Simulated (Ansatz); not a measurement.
`O[SiH2]C1=NC1` + H₂ → `C1=NC1` + silanol  (hydrogenolysis of a C–Si bond)

Computed with Ansatz on PBE0-D4/def2-TZVP structures; ΔE is electronic, products minus reactants. CCSD(T)/CBS is the MP2 limit (def2-TZVPP, def2-QZVPP) plus CCSD(T) − MP2 in def2-TZVPP, frozen cores. This one scheme is used for every species. Functionals use def2-TZVPP. B3LYP here is the variant with VWN-RPA as its local correlation; programs differ in this. One conformer a species, not always the lowest.

`O[SiH2]C1=NC1`:

Z-matrix (Å, degrees):
```
Si
C 1 1.860
O 1 1.637 2 110.9
H 1 1.486 2 105.7 3 -123.0
H 1 1.478 2 109.1 3 118.2
C 2 1.462 1 153.2 3 -177.9
N 2 1.258 1 140.3 3 7.3
H 3 0.959 1 118.4 2 -43.0
H 6 1.086 2 120.0 1 82.4
H 6 1.086 2 120.3 1 -75.3
```

H₂:

Z-matrix (Å, degrees):
```
H
H 1 0.746
```

`C1=NC1`:

Cartesian coordinates in Å:
```
C -0.691 -0.428 -0.128
N 0.034 -0.285 -1.131
C 0.494 0.331 0.188
H -1.632 -0.890 0.142
H 0.455 1.415 0.254
H 1.341 -0.144 0.674
```

`O[SiH3]`:

Z-matrix (Å, degrees):
```
Si
O 1 1.648
H 1 1.489 2 111.7
H 1 1.489 2 111.7 3 120.9
H 1 1.481 2 105.9 3 -119.6
H 2 0.957 1 117.9 3 -60.5
```

Problem. Is it downhill or uphill in electronic energy at CCSD(T)/CBS, and by how much? (Estimate.)

Solution. The calculation gave: Uphill: ΔE = +1.5 kcal/mol.

Problem. What do these levels give: ωB97M-V, r2SCAN, B3LYP, SCS-MP2/def2-TZVPP, MP2/def2-QZVPP, CCSD/CBS(def2)? (An estimate is asked.)

Solution. The calculation gave: ωB97M-V 1.2, r2SCAN 2.1, B3LYP -0.7, SCS-MP2/def2-TZVPP 1.0, MP2/def2-QZVPP 2.9, CCSD/CBS(def2) 0.3 kcal/mol.

Largest T1 diagnostic among the species: 0.012.

In def2-TZVPP, CCSD(T) changes the Hartree–Fock value by +5.1 kcal/mol (the triples alone add +1.2 kcal/mol) and MP2 by +6.7 kcal/mol. The D4 term adds +2.4 kcal/mol with B3LYP and +1.3 kcal/mol with PBE0; it sums over pairs of atoms, weighted by their polarisabilities, and B3LYP, whose exchange is more repulsive, gets the larger term.
